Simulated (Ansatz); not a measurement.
Gas-phase electronic energies from Ansatz, PBE0-D4/def2-TZVP geometries. CCSD(T)/CBS is the MP2 limit (def2-TZVPP, def2-QZVPP) plus CCSD(T) − MP2 in def2-TZVPP, frozen cores. This one scheme is used for every species. Functionals use def2-TZVPP. One conformer a species, not always the lowest.

Reaction (substitution at a C–O bond): `OC[SiH2]O[SiH3]` + H–F → `FC[SiH2]O[SiH3]` + H₂O

`OC[SiH2]O[SiH3]`:

```xyz
13

O    -0.805   -1.537    0.024
C     0.612   -1.497    0.127
Si    1.164    0.052   -0.788
O     0.366    1.342   -0.180
Si   -1.100    1.773    0.414
H    -1.142   -2.256    0.564
H     0.941   -1.436    1.175
H     1.083   -2.389   -0.311
H     0.869   -0.086   -2.237
H     2.623    0.251   -0.588
H    -2.188    1.405   -0.526
H    -1.084    3.247    0.595
H    -1.341    1.130    1.732
```

H–F:

Cartesian coordinates in Å:
```
F -0.174 0.361 -0.226
H 0.174 -0.361 0.226
```

`FC[SiH2]O[SiH3]`:

```xyz
12

F     1.033    0.818   -1.647
C     0.349   -0.389   -1.787
Si   -1.041   -0.470   -0.513
O    -0.422   -0.350    0.991
Si    0.490    0.589    1.978
H    -0.037   -0.449   -2.811
H     1.069   -1.203   -1.653
H    -1.995    0.642   -0.763
H    -1.728   -1.780   -0.648
H     1.931    0.386    1.685
H     0.143    2.021    1.792
H     0.207    0.185    3.377
```

H₂O:

```xyz
3

O    -0.146   -0.271    0.238
H    -0.183    0.681    0.346
H     0.329   -0.410   -0.584
```

```json
{"species": "`OC[SiH2]O[SiH3]`", "PBE-D4 energy (Eh)": "-772.00189"}
{"species": "H–F", "PBE-D4 energy (Eh)": "-100.39347"}
{"species": "`FC[SiH2]O[SiH3]`", "PBE-D4 energy (Eh)": "-796.01489"}
{"species": "H₂O", "PBE-D4 energy (Eh)": "-76.38027"}
```

**Question.** Work out ΔE.

**Answer.** ΔE = (-796.01489) + (-76.38027) − (-772.00189) − (-100.39347) = 0.00020 Eh = +0.5 kJ/mol. CCSD(T)/CBS gives +4.6 kJ/mol.

Largest T1 diagnostic among the species: 0.011.

From PBE to PBE0 (25 % exact exchange), in def2-TZVPP and without D4, ΔE moves by +3.1 kJ/mol. In def2-TZVPP, CCSD(T) changes the Hartree–Fock value by +11.6 kJ/mol (the triples alone add +1.2 kJ/mol) and MP2 by +15.9 kJ/mol.
